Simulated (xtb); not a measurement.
xtb input:

```bash
xtb mol.xyz --gfn 2 --sp --chrg 0 --uhf 0
```
mol.xyz:
```
4

La    -0.02818125     0.05795803     0.13685711
F     -1.74506073    -1.21100517    -0.19947421
F      0.07913378     1.82140879    -1.10804707
F      1.84440820    -0.97747114     0.44075958
```

Task: Predict the final energy.

Result: -15.57051 Eh (GFN2-xTB).
